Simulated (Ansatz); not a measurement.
```json
{"atom": "C", "x (Å)": "-0.0083", "y (Å)": "-0.0022", "z (Å)": "-0.6331"}
{"atom": "C", "x (Å)": "-0.0021", "y (Å)": "0.0093", "z (Å)": "0.6250"}
```

Basis set: 6-31G* (spherical functions). Correlated methods keep 2 orbitals frozen. Charge 0, multiplicity 1.

Computed with Ansatz (development build ahead of 0.2.0); each method stands on the lowest determinant of its kind that the runs found. Restricted open shells among the atoms or ions are ROHF, correlated in semicanonical orbitals with singles.

(1) Give the atomization energy at this shape (free ground-state atoms in the same class of orbitals less the molecule, no zero-point energy) of singlet C₂ by RHF-MP2, RHF.

Results:

(1)

| method | atomization energy |
| --- | --- |
| RHF-MP2 | 75.44 kcal/mol |
| RHF | 36.89 kcal/mol |

Caution: in another basis set an unrestricted determinant lies well below; the shape is not the minimum.
